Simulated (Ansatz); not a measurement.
Born–Oppenheimer molecular dynamics of Cl3F3H2W (9 atoms, charge 0, multiplicity 1). It starts at the highest image of a converged band. Of that band: The profile has 2 maxima (images 2, 5) with wells between them (image 3): this band takes more than one step, which may be the mechanism or a detour left from its start path. A structure lower than the last end lies on the path between it and the top, so the climb from that side starts below the end, which may itself be a saddle point or a shallow side well. Neighbouring images differ by up to 2.1 eV, so the band resolves the path poorly. A vibrational analysis at the climbing image gives one clearly imaginary mode, 509i cm⁻¹: a first-order saddle point.

Computed with Ansatz 0.2.0, RKS BHLYP-D4/def2-SVP.

* ensemble: NVE (velocity Verlet)
* time step: 0.5 fs
* steps asked: 131
* starting velocities drawn for: 300 K
* seed: 10908

First frame:

```xyz
9
Properties=species:S:1:pos:R:3
W 0.118 -0.047 -0.283
H 0.449 -0.010 1.705
F 1.926 -0.288 -0.203
Cl 0.426 2.137 -0.567
F -1.557 0.277 0.366
F -0.090 -1.834 0.218
Cl -0.324 -0.623 -2.416
Cl 0.936 2.719 1.977
H 0.596 0.793 1.806
```

**Question.** How far do the bonds stretch over the last three quarters of this one trajectory? (Pairs bonded in most of those frames.)

**Answer.** 
```csv
bond,mean (Å),spread (Å),shortest,longest
W1–H2,1.754,0.132,1.52,1.93
W1–F3,1.833,0.024,1.80,1.87
W1–Cl4,2.232,0.015,2.21,2.26
W1–F5,1.833,0.023,1.80,1.87
W1–F6,1.865,0.025,1.83,1.91
W1–Cl7,2.327,0.042,2.27,2.38
Cl8–H9,1.409,0.211,1.09,1.84
```

Pairs bonded in part of these frames only: Cl8–H9 88 %.

Mean temperature of the second half: 1289 K. The conserved energy stayed within 1.6 meV per atom of its start (net change -0.12 meV per atom), so the integration is sound. The kinetic energy rose, since the run started high on the potential surface and went downhill. It ends in pieces (Cl2F3HW + ClH), so much of that is their flight and rotation, not heat. A run of 0.066 ps of so small a system gives no equilibrium averages. The orbitals stay closed-shell, which can raise the energy where a bond breaks towards radicals; this wasn't checked here.

The run took 6.8 min on 4 threads of AMD EPYC 7B13 (Zen 3), on a shared host, peak memory 0.43 GiB.
